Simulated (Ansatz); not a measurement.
This Ansatz (a quantum-chemistry and plane-wave program) input (PBE/def2-TZVPPD) gives -167.89593 Eh with 114 basis functions. A basis named .json is the Basis Set Exchange file of that set (core-valence sets with the plain set on hydrogen).

Ansatz 0.2 input:
```yaml
crystal:
  periodic: [false, false, false]
  atoms:
    - {symbol: N, position_ang: [-0.00000000, -0.00000000, -1.26217169]}
    - {symbol: C, position_ang: [-0.00000000, -0.00000000, -0.04055002]}
    - {symbol: O, position_ang: [0.00000000, 0.00000000, 1.13481274]}
basis:
  gaussian:
    orbitals: def2-TZVPPD.json
hamiltonian:
  xc: {name: PBE}
magnetization: {spin_polarized: true, initial_magnetization: 1}
```

Change:
```diff
- orbitals: def2-TZVPPD.json
+ orbitals: aug-cc-pVQZ
```

Question: What does the run give now?

Answer: -167.90248 Eh (PBE/aug-cc-pVQZ, 240 functions), a change of -6.55 mEh.
